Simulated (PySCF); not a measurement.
Be(F)(SiH3) (BeFH3Si), SMILES [SiH3][Be][F].

Coordinates come from a PBE0-D3(BJ)/def2-TZVP optimisation.

Computed with PySCF with PBE0-D3(BJ)/def2-TZVP.

Frequencies are harmonic and unscaled.

Modes within 1.5 cm⁻¹ of each other (mostly degenerate sets) share a row, with their intensities summed.

```
mode   ν (cm⁻¹)  IR (km/mol)  Raman (Å⁴/amu)  depolarisation  moving atoms (share of kinetic energy)
-----  --------  -----------  --------------  --------------  --------------------------------------
1–2         210         82.9             4.0            0.75                 Be 61 %, H 24 %, F 15 %
3           392          0.3            14.8            0.12                F 43 %, Si 42 %, Be 10 %
4–5         497          2.0             1.9            0.75                H 68 %, Be 21 %, Si 10 %
6           865        169.9             2.5            0.21                          H 91 %, Si 9 %
7–8         939         84.2            26.8            0.75                                  H 98 %
9          1332        177.2             6.0            0.05                         Be 75 %, F 25 %
10         2203         36.3           251.4            0.01                                  H 99 %
11–12      2209        170.4           228.1            0.75                                  H 96 %
```
